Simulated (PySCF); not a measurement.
GeOF2, SMILES [O]=[Ge]([F])[F]. Atoms are numbered in the order given.

```xyz
4

Ge     0.0000     0.0000     0.1133
O      0.0000     0.0000     1.7410
F      0.0000     1.3295    -0.9751
F      0.0000    -1.3295    -0.9751
```
Charge 0, spin multiplicity 1.

Geometry optimised at B3LYP-D3(BJ)/def2-SVP.

Level of theory: ωB97X/def2-TZVPD in PySCF.

Mulliken values depend strongly on the basis, most of all with diffuse functions as here. Atomic charges (e):

```tsv
atom	meta-Löwdin	Mulliken
Ge1	?	1.04
O2	?	-0.45
F3	?	-0.29
F4	?	-0.29
```

Problem. What belongs in the gaps? (The exact figures need the calculation; the answer reports its results.)

Solution. 
- Ge1, meta-Löwdin: 1.64
- O2, meta-Löwdin: -0.70
- F3, meta-Löwdin: -0.47
- F4, meta-Löwdin: -0.47
